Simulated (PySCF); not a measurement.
Four-centre ligand exchange

Start structure (Si$_{2}$H$_{7}$ClO, closed shell), relaxed at PBE0-D4/def2-TZVP:

```csv
atom,x (Å),y (Å),z (Å)
Si1,-1.0819,0.8944,-0.7484
H2,-0.0517,1.8800,-1.1915
O3,-0.3937,-0.5690,-0.5728
Si4,0.2478,-1.7020,0.4219
H5,-2.1319,0.8191,-1.7918
H6,-1.6638,1.3683,0.5334
H7,1.5747,1.9491,0.1073
Cl8,2.1524,1.5217,1.1699
H9,0.0128,-1.3324,1.8412
H10,1.7027,-1.8204,0.1629
H11,-0.4131,-2.9994,0.1325
```

The step: Si₂H₆O ([SiH3][O][SiH3]) + HCl → Si₂H₅ClO ([SiH3][O][SiH2][Cl]) + H₂; bonds formed: Si1–Cl8, H2–H7; bonds broken: Si1–H2, H7–Cl8. PySCF 2.14 with density fitting (its default auxiliary sets; JK sets also for MP2 and CCSD(T)); basis: def2-TZVPP and def2-QZVPP; cores frozen in the correlated methods. Extrapolation: Hartree–Fock as exp(−7.88 √X), correlation as X^−2.97. Energies below are by CCSD(T) at an estimated basis limit (MP2 extrapolated from triple and quadruple zeta, plus CCSD(T) − MP2 in triple zeta).

**Question.** What are the electronic barrier and the energy of the step, from the start structure to the end structure? (Judge from chemistry; the value comes from the calculation.)

**Answer.** Computed: Barrier 33.61 kcal/mol; step energy -20.55 kcal/mol (downhill); reverse barrier, their difference, 54.17 kcal/mol. Barrier and step energy count from the start structure, the reverse barrier from the end structure.

The saddle point: One imaginary mode of 764i cm⁻¹.
| pair | start (Å) | saddle (Å) | end (Å) |
| --- | --- | --- | --- |
| Si1–Cl8 | 3.81 | 2.56 | 2.05 |
| H2–H7 | 2.08 | 0.89 | 0.75 |
| Si1–H2 | 1.49 | 1.72 | 4.22 |
| H7–Cl8 | 1.28 | 1.73 | 3.18 |

Zero-point energy (harmonic, PBE0-D4): ZPE is 39.45 kcal/mol at the start and 39.84 kcal/mol at the saddle, so the barrier goes from 33.61 to 34.00 kcal/mol.

The T1 diagnostic stays at or below 0.013.

Labels in which every atom is bracketed show which atoms are joined, not bond orders.

For scale, one of the runs: CCSD(T)/def2-TZVPP, 255 basis functions, launched by `OMP_NUM_THREADS=4 python run.py`. Hardware: 4 CPU threads of an Intel Xeon, shared host. Wall time 35 min; peak host memory 5.4 GiB.
